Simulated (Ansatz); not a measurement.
A nudged elastic band was laid between two geometries of BrH₄SSi (7 atoms, charge 1, multiplicity 1).

Level of theory: RHF/def2-SVP (Ansatz).

```
movable images  : 7
climbing image  : yes
spring          : 5.0 eV/Å²
optimiser       : quadratic models (default)
start path      : through a guess of the saddle point
force threshold : 0.05 eV/Å
iteration limit : 60
end points      : relaxed
```

Image 0:

```xyz
7
Properties=species:S:1:pos:R:3
S -1.411 0.123 -0.257
Si 0.825 0.078 0.480
Br 0.947 -1.828 1.506
H -1.394 -0.896 -1.129
H -1.365 1.106 -1.169
H 0.818 1.260 1.336
H 1.580 0.157 -0.767
```

Image 8:

```xyz
7
Properties=species:S:1:pos:R:3
S -1.129 0.571 -0.744
Si 0.853 0.171 0.454
Br 0.922 -1.956 0.878
H -2.016 -0.070 0.031
H -1.043 -0.375 -1.692
H 0.597 1.023 1.612
H 1.817 0.635 -0.540
```

What changes between the two ends?

No bond is made or broken. The dihedral H5–S1–Si2–Br3 goes from -164 to -50°.

Give the energies along the band, and the barrier.

It converged. The highest image is number 4 of 0 to 8, 0.028 eV above the first end and 0.054 eV above the last; the last end lies 0.025 eV below the first. A vibrational analysis at the climbing image gives one clearly imaginary mode, 130i cm⁻¹: a first-order saddle point. Limits of this set-up: the dipole of an ion depends on the origin.

```json
{"image": "0", "path coordinate (Å)": "0.00", "energy (eV)": "0.000", "dihedral H5–S1–Si2–Br3 (°)": "-164"}
{"image": "1", "path coordinate (Å)": "0.34", "energy (eV)": "0.005", "dihedral H5–S1–Si2–Br3 (°)": "-151"}
{"image": "2", "path coordinate (Å)": "0.67", "energy (eV)": "0.017", "dihedral H5–S1–Si2–Br3 (°)": "-137"}
{"image": "3", "path coordinate (Å)": "1.01", "energy (eV)": "0.027", "dihedral H5–S1–Si2–Br3 (°)": "-123"}
{"image": "4", "path coordinate (Å)": "1.35", "energy (eV)": "0.028", "dihedral H5–S1–Si2–Br3 (°)": "-110"}
{"image": "5", "path coordinate (Å)": "1.71", "energy (eV)": "0.019", "dihedral H5–S1–Si2–Br3 (°)": "-95"}
{"image": "6", "path coordinate (Å)": "2.08", "energy (eV)": "0.000", "dihedral H5–S1–Si2–Br3 (°)": "-80"}
{"image": "7", "path coordinate (Å)": "2.44", "energy (eV)": "-0.018", "dihedral H5–S1–Si2–Br3 (°)": "-65"}
{"image": "8", "path coordinate (Å)": "2.81", "energy (eV)": "-0.025", "dihedral H5–S1–Si2–Br3 (°)": "-50"}
```

What is the geometry of the highest image?


```xyz
7
Properties=species:S:1:pos:R:3
S -1.350 0.437 -0.391
Si 0.833 0.151 0.496
Br 0.917 -1.923 1.131
H -1.764 -0.837 -0.441
H -1.071 0.563 -1.696
H 0.793 1.128 1.577
H 1.641 0.481 -0.675
```

What are the harmonic wavenumbers there?

130i, 140, 343, 484, 538, 668, 690, 757, 895, 998, 1282, 2446, 2478, 2826, 2844 cm⁻¹.

Time of the run: 69 s on 1 CPU thread of a shared host.
